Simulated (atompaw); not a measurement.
# Plane-wave convergence, PAW (atompaw) potential for Er (Z = 68)

atompaw 4.2.0.5 input, output lines left out:

```
Er 68
GGA-PBE scalarrelativistic loggrid 2001 logderivrange -2 5 176
6 6 5 4 0 0
6 1 0
5 2 1
4 3 11
0 0 0
c
c
c
c
c
v
c
c
c
c
v
c
c
v
c
2
3.00 2.75 2.75 2.90
y
1
n
y
0.3
n
y
0.85
n
custom polynom gramschmidtortho besselshape
3 0 ultrasoft
3.00
3.00
1.60
1.60
3.00
2.30
```

The pseudo-atom Hamiltonian at the reference potential is diagonalised in spherical Bessel functions j_l(qr) that vanish at 20 bohr, with q² up to the cutoff. All-electron valence levels (Ry): 6s -0.3244, 6p -0.0980, 5d -0.1533.

**Question.** How do the lowest levels (Ry) of each channel move with the cutoff, and are there ghosts?

**Answer.**

| cutoff (Ry) | s #1 | s #2 | p #1 | p #2 | d #1 | f #1 | f #2 | Σ f·Δε (mRy) |
| --- | --- | --- | --- | --- | --- | --- | --- | --- |
| 8 | -42.6404 | -0.3243 | -1.9384 | -0.0791 | -0.1504 | 0.0973 | 0.2098 | 3.2 |
| 10 | -44.6922 | -0.3243 | -2.0630 | -0.0874 | -0.1527 | 0.0973 | 0.2098 | 0.7 |
| 12 | -44.7768 | -0.3244 | -2.1315 | -0.0930 | -0.1529 | 0.0973 | 0.2098 | 0.4 |
| 15 | -44.9982 | -0.3244 | -2.1687 | -0.0969 | -0.1530 | 0.0973 | 0.2098 | 0.3 |
| 400 | -46.5162 | -0.3244 | -2.1749 | -0.0980 | -0.1533 | 0.0973 | 0.2098 | 0.0 |

Result: ghost states, extra bound levels that the all-electron valence spectrum of the same l lacks: s at -632.9 eV, p at -29.6 eV (a true bound ghost makes a file unfit for plane-wave use); 10 mRy is reached at 8 Ry and 1 mRy at 10 Ry.

The cutoffs count occupied waves only; the empty 6p level needs 12 Ry at the loose tolerance.
